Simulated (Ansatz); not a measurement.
Species: sum formula AlNH$_{2}$Cl$_{2}$, charge 0, multiplicity 1. 
Structure (B3LYP-D3(BJ)/def2-TZVP (Ansatz, an electronic-structure program) minimum search):
SMILES: [NH2][Al]([Cl])[Cl]
```xyz
6

N     -2.0698    -0.2339     0.0098
Al    -0.3309    -0.0374     0.0016
Cl     0.5045     1.8721    -0.1477
Cl     0.9109    -1.7122     0.1410
H     -2.7288     0.5255    -0.0538
H     -2.5421    -1.1211     0.0789
```

Total electronic energies in hartree. Correlated levels leave the core frozen unless marked. Spin-orbit coupling is left out. No relativistic terms. CBS marks a two-point X^-3 extrapolation of the correlation energy; Hartree-Fock from the larger set (for Q and 5 zeta extrapolated as (X+1)exp(-9√X)). [CCSD(T)-MP2]/basis is that difference in the basis named.

```tsv
level	program	energy (Eh)
HF/STO-3G	Ansatz	-1203.30281
HF/6-31G	Ansatz	-1216.58243
HF/aug-cc-pV(D+d)Z	Ansatz	-1216.76033
HF/cc-pV(T+d)Z	Ansatz	-1216.81064
B97M-V/def2-TZVPD	Ansatz	-1218.73246
PBE0/6-31G*	Ansatz	[?]
PBE0-D4/def2-TZVPD	Ansatz + dftd4	-1218.55973
BHLYP-D3(BJ)/def2-TZVPD	Ansatz + dftd3	-1219.01829
r2SCAN0/def2-TZVPD	Ansatz	-1218.90368
CAM-B3LYP-D4/def2-TZVPD	Ansatz + dftd4	-1219.05299
CAM-B3LYP/def2-TZVPD	Ansatz	-1219.04818
LC-wPBE-D3(BJ)/def2-TZVPD	Ansatz + dftd3	-1218.67416
B2GP-PLYP-D3(BJ)/def2-TZVPD	Ansatz + dftd3	-1218.48313
B2GP-PLYP/def2-TZVPD	Ansatz	-1218.47750
MP2/aug-cc-pV(D+d)Z	Ansatz	-1217.30007
RI-MP2/cc-pV(Q+d)Z	Ansatz	-1217.54529
SCS-MP2/cc-pV(Q+d)Z	Ansatz	-1217.54183
CCSD/6-31G*	Ansatz	-1217.17969
CCSD/aug-cc-pV(Q+d)Z	Ansatz	-1217.58752
CCSD/CBS(cc-pV(T+d)Z,cc-pV(Q+d)Z)	Ansatz	-1217.6220
CCSD(T)/cc-pV(D+d)Z	Ansatz	-1217.29879
RI-MP2/CBS(cc-pV(T+d)Z,cc-pV(Q+d)Z)+[CCSD(T)-MP2]/cc-pV(D+d)Z	Ansatz	-1217.6403
CCSD(T)/CBS(cc-pV(Q+d)Z,cc-pV(5+d)Z)	Ansatz	-1217.6588
```

Q: Fill in the missing entries.

A: 
- PBE0/6-31G*, energy (Eh): -1218.43304
